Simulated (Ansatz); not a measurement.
Mulliken charges of BClH5NSi (`B[SiH](N)Cl`) from r2SCAN/def2-TZVPP in Ansatz (PBE0-D4/def2-TZVP geometry).

| atom | x (Å) | y (Å) | z (Å) | charge (e) |
| --- | --- | --- | --- | --- |
| B1 | -0.691 | 1.205 | -0.772 | -0.116 |
| Si2 | 0.580 | -0.116 | -0.141 | 0.430 |
| N3 | 0.549 | -0.817 | 1.395 | -0.445 |
| Cl4 | -0.975 | -0.813 | -1.558 | -0.183 |
| H5 | -0.436 | 1.877 | -1.723 | 0.020 |
| H6 | -1.663 | 1.412 | -0.110 | 0.019 |
| H7 | 1.845 | -0.527 | -0.788 | -0.067 |
| H8 | 1.069 | -1.646 | 1.629 | 0.168 |
| H9 | -0.189 | -0.622 | 2.051 | 0.176 |

**Question.** By hand: the dipole of these point charges (1 e Å = 4.8032 D).

**Answer.** Σ q r = (0.246, 0.036, 0.344) e Å, of length 0.424 e Å = 2.04 D.

**Question.** How does the dipole of the full density compare? (Best estimate.)

**Answer.** Ansatz gave: (0.279, -0.297, 0.508) e Å, 3.13 D; the point charges give 0.65 times that, at 33° from its direction.

Point charges leave out the atoms' own dipoles, such as those of lone pairs, and Mulliken's split depends on the basis, so the two needn't agree.
